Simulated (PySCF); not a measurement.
# Correlation energy of Xe+ (xenon, charge +1)

[Kr] 4d10 5s1 5p6, 2S determinant (an excited configuration). Computed with PySCF 2.14 in ANO-RCC-VTZP (7s6p4d2f1g, 68 functions), with the spin-free X2C one-electron Hamiltonian (Gaussian nucleus). Frozen: [Ar] 3d10; 25 electrons correlated.

```csv
level,correlation energy (mhartree)
CCSD,-810.80
(T),-40.27
CCSD(T),-851.07
```

Diagnostics: T1 = 0.0096, D1 = 0.0378, largest double amplitude 0.172.

A double-excitation amplitude exceeds 0.15, a sign of near-degeneracy.

Cost of the coupled-cluster step: about 28 core-seconds, for 25 correlated electrons.
